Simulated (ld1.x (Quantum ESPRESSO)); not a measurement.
## erbium: variants of one PAW potential

Base potential:

ld1.x (Quantum ESPRESSO) 7.5 input, shortened:

```
&input
   title='Er', zed=68., rel=0, dft='PBE', iswitch=3,
   config='[Xe] 4f12 5d0.5 6s1.5 6p0'
 /
 &inputp
   pseudotype=3, lpaw=.true., tm=.true., lloc=-1, rcloc=2.60,
   nlcc=.true., new_core_ps=.true., rcore=1.10,
   which_augfun='BESSEL', rmatch_augfun=1.20
 /
8
5S  1  0   2.00   0.00  1.75  2.00  0.0
6S  2  0   1.50   0.00  1.75  2.00  0.0
5P  2  1   6.00   0.00  2.05  2.35  0.0
6P  3  1   0.00   0.00  2.05  2.35  0.0
5D  3  2   0.50   0.00  2.85  3.40  0.0
5D  3  2   0.00   0.75  2.85  3.40  0.0
4F  4  3  12.00   0.00  1.10  1.15  0.0
4F  4  3   0.00   2.50  1.10  1.15  0.0
 &test
   configts(1)='4f12 5s2 5p6 5d0.5 6s1.5 6p0'
 /
```

All-electron outer shells of the reference configuration (PBE, non-relativistic, ld1.x):

```tsv
shell	level (eV)	outermost node (bohr)	outermost maximum (bohr)
4p	-294.27	0.28	0.51
4d	-166.11	0.25	0.51
5s	-43.08	0.65	1.21
5p	-24.57	0.67	1.32
4f	-6.58	–	0.50
6s	-3.32	1.65	3.74
5d	-1.26	0.73	2.02
6p	-1.21	1.94	4.92
```

Cutoffs, loose and tight: the cutoffs (Ry, on a coarse ladder) from which the occupation-weighted sum of valence levels, in a spherical-Bessel basis at the reference potential, stays within 10 and 1 mRy of its value at 400 Ry. They do not see the model core or the augmentation charge, which bear on the density cutoff. Test errors are all-electron minus pseudo excitation energies from the reference, over the configurations 4f12 5s2 5p6 5d0 6s2 6p0; 4f12 5s2 5p6 5d0 6s1 6p0; 4f12 5s2 5p6 5d0 6s0 6p0; 4f12 5s2 5p6 5d1 6s0 6p0; 4f12 5s2 5p6 5d0 6s1.5 6p0; 4f12 5s1 5p6 5d0 6s2 6p0; 4f12 5s2 5p6 5d0 6s1 6p1. A dash means not determined; rows that change the core or the reference have their own tests. The largest error is taken over the tests solved by every variant that gives reliable tests at all: 4f12 5s2 5p6 5d0 6s1 6p0; 4f12 5s2 5p6 5d0 6s1.5 6p0; 4f12 5s2 5p6 5d0 6s2 6p0; 4f12 5s2 5p6 5d1 6s0 6p0.

Cutoffs are not given where the Bessel-basis levels miss the radial ones by over 6 mRy, ghosts where they miss by over 20 mRy; a channel whose overlap is not positive is not tested.

A file whose overlap is not positive is unfit for use, and its test errors describe a broken file.

```csv
change,outcome,"cutoff, loose","cutoff, tight",bound ghosts,largest test error (meV)
base,"generated, overlap not positive",–,–,not determined (overlap not positive),-35
"all radii but the core radius scaled by about 0.76 (s 1.52, p 1.80, d 2.60, f 0.88 bohr, rcut 1.34/1.56/2.18/0.84); local potential all-electron potential smoothed inside 1.98 bohr (lloc = -1); augmentation BESSEL, radius 0.92 bohr",generated,260 Ry,over 300 Ry,none,+0.8
"all radii but the core radius scaled by about 0.83 (s 1.66, p 1.96, d 2.84, f 0.96 bohr, rcut 1.46/1.72/2.38/0.92); local potential all-electron potential smoothed inside 2.18 bohr (lloc = -1); augmentation BESSEL, radius 1.00 bohr","generated, overlap not positive",–,–,not determined (overlap not positive),-1.6
"all radii but the core radius scaled by about 0.89 (s 1.78, p 2.08, d 3.00, f 1.02 bohr, rcut 1.54/1.82/2.52/0.98); local potential all-electron potential smoothed inside 2.30 bohr (lloc = -1); augmentation BESSEL, radius 1.06 bohr","generated, overlap not positive",–,–,not determined (overlap not positive),+32
"all radii but the core radius scaled by about 0.96 (s 1.92, p 2.26, d 3.28, f 1.10 bohr, rcut 1.68/1.98/2.76/1.06); local potential all-electron potential smoothed inside 2.50 bohr (lloc = -1); augmentation BESSEL, radius 1.16 bohr","generated, overlap not positive",–,–,not determined (overlap not positive),+4.7
"all radii but the core radius scaled by about 1.10 (s 2.20, p 2.58, d 3.74, f 1.26 bohr, rcut 1.92/2.26/3.14/1.20); local potential all-electron potential smoothed inside 2.86 bohr (lloc = -1); augmentation BESSEL, radius 1.32 bohr",generated,120 Ry,200 Ry,none,+18
"all radii but the core radius scaled by about 1.19 (s 2.38, p 2.78, d 4.04, f 1.36 bohr, rcut 2.08/2.44/3.38/1.30); local potential all-electron potential smoothed inside 3.08 bohr (lloc = -1); augmentation BESSEL, radius 1.42 bohr",generated,100 Ry,160 Ry,none,+20
"all radii but the core radius scaled by about 1.22 (s 2.46, p 2.88, d 4.16, f 1.40 bohr, rcut 2.14/2.52/3.50/1.34); local potential all-electron potential smoothed inside 3.18 bohr (lloc = -1); augmentation BESSEL, radius 1.48 bohr",generated,100 Ry,160 Ry,none,+20
"all radii but the core radius scaled by about 1.40 (s 2.80, p 3.28, d 4.76, f 1.60 bohr, rcut 2.44/2.86/3.98/1.54); local potential all-electron potential smoothed inside 3.64 bohr (lloc = -1); augmentation BESSEL, radius 1.68 bohr",generated,60 Ry,100 Ry,none,test run stopped at test 1 of 7 (negative rho)
```

**Question.** What comes out with this change to the base: all radii but the core radius scaled by about 1.31 (s 2.62, p 3.08, d 4.46, f 1.50 bohr, rcut 2.30/2.68/3.74/1.44); local potential all-electron potential smoothed inside 3.40 bohr (lloc = -1); augmentation BESSEL, radius 1.58 bohr?

**Answer.** outcome: generated; cutoff, loose: 80 Ry; cutoff, tight: 140 Ry; bound ghosts: none; largest test error (meV): test run stopped at test 2 of 7 (negative rho), 1 before it not solved.

Reading the sweep of the scale of all radii but the core radius (base = 1) (base included, trends over the rows without a ghost): The loose cutoff falls from 260 Ry at 0.76 to 60 Ry at 1.4. A larger radius leaves more room for a smooth pseudo-wave, so fewer plane waves are needed; a smaller one forces it to follow the all-electron wave where it bends sharply.
